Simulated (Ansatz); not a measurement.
C₂H₁₁NSi₂, SMILES `C[SiH2]N(C)[SiH3]`, relaxed with RKS PBE-D4/def2-SVP in Ansatz 0.2.0 from a rough embedded geometry. The force threshold is 0.03 eV/Å; the program also tests the step.

The species carries charge 0 and has multiplicity 1.

Start:

```xyz
16

C    -1.520   -0.636   -1.647
Si   -0.899   -0.684    0.095
N     0.345    0.445    0.271
C     1.430    0.683   -0.692
Si    0.646    0.620    1.944
H    -2.397   -1.402   -1.722
H    -0.791   -0.935   -2.351
H    -1.966    0.340   -1.907
H    -0.330   -2.010    0.451
H    -2.008   -0.382    1.045
H     1.067    0.707   -1.694
H     2.118   -0.237   -0.654
H     2.009    1.460   -0.496
H     1.236   -0.670    2.493
H     1.662    1.698    2.134
H    -0.601    1.003    2.730
```

```
step  energy (eV)  largest force (eV/Å)  largest move (Å)
   1  -19477.7625                 6.175             0.000
   2  -19478.4928                 1.747             0.160
   3  -19478.6000                 0.833             0.200
   4  -19478.6432                 0.273             0.170
   5  -19478.6538                 0.136             0.108
   6  -19478.6700                 0.098             0.200
   7  -19478.6758                 0.195             0.195
   8  -19478.6819                 0.104             0.041
   9  -19478.6852                 0.087             0.051
  10  -19478.6871                 0.060             0.098
  11  -19478.6881                 0.045             0.063
  12  -19478.6886                 0.036             0.044
  13  -19478.6889                 0.030             0.044
  14  -19478.6891                 0.019             0.028
```

End:

```xyz
16

C    -1.725   -0.371   -1.637
Si   -0.881   -0.936   -0.046
N     0.457    0.126    0.396
C     1.591    0.217   -0.530
Si    0.656    0.885    1.967
H    -2.563   -1.056   -1.884
H    -1.027   -0.375   -2.499
H    -2.133    0.655   -1.525
H    -0.395   -2.354   -0.250
H    -1.849   -0.916    1.104
H     1.259    0.133   -1.588
H     2.357   -0.576   -0.361
H     2.106    1.199   -0.440
H     1.735    0.239    2.806
H     1.061    2.326    1.779
H    -0.648    0.805    2.707
```

Hardware: 2 threads of an AMD EPYC 7R13 on a shared host. Wall time 34 s, peak host memory 0.22 GiB.
